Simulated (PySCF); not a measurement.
Computed shifts of a molecule C4H5NSi, PBE0/pcSseg-1 run with PySCF, GIAO, gas phase, atoms alike by connectivity averaged where their shifts nearly agree, in ppm (number of nuclei): ¹³C: 121.3 (1), 81.4 (1), 78.9 (1), 7.5 (1). ²⁹Si: -51.4 (1). ¹⁵N: 309.2 (1). ¹H: 4.45 (3), 3.10 (1), 2.60 (1). References: ¹³C against TMS (σ = 186.3 ppm); ²⁹Si against TMS (σ = 352.7 ppm); ¹⁵N against NH3 (σ = 267.4 ppm); ¹H against TMS (σ = 31.56 ppm), references at their B3LYP-D3(BJ)/def2-TZVP geometries, non-relativistic. Coordinates come from a ωB97X-D3(BJ)/def2-SVP optimisation. One conformer was computed; it need not be the lowest.

Task: Identify the compound among the candidates.
A. C#C[C@@H]([SiH3])C#N
B. N#C[C@@H]1C=C[SiH2]1
C. C#C[SiH](N)C#C
D. C#CC1=N[SiH2]C1

Result: A, C#C[C@@H]([SiH3])C#N
